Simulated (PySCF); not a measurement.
These 3 structures share the formula H7NOSi2. Method: PBE0-D3(BJ)/def2-SVP geometry optimisation, gas phase (PySCF). One conformer each; no zero-point energy, no entropy. No frequencies were run at this level. Point groups hold within 0.08 Å.

Question: Rank from lowest to highest electronic energy at this level (kcal/mol).
A. `[NH2:1][SiH2:2][O:3][SiH3:4]` with H–N1–Si2–O3 -71° and 83°, N1–Si2–O3–Si4 -45°
B. `[OH:1][SiH2:2][NH:3][SiH3:4]` with H–O1–Si2–N3 61°, O1–Si2–N3–Si4 -110°
C. `[NH2:1][SiH2:2][SiH2:3][OH:4]` with H–N1–Si2–Si3 -49° and 168°, N1–Si2–Si3–O4 168°, Si2–Si3–O4–H -48°

Answer: A (0.0), B (10.0), C (28.8).

As drawn, the highest has an O–H bond and an Si–Si bond, which the lowest lacks.

```
        SMILES      E (Eh)  E rel (kcal/mol)  dipole (D)  point group      A, B, C (MHz)
N[SiH2]O[SiH3]  -712.59448               0.0        1.79           C1  10157, 2235, 1957
O[SiH2]N[SiH3]  -712.57861              10.0        1.26           C1  12672, 1907, 1832
N[SiH2][SiH2]O  -712.54865              28.8        2.45           C1  10835, 2012, 1789
```
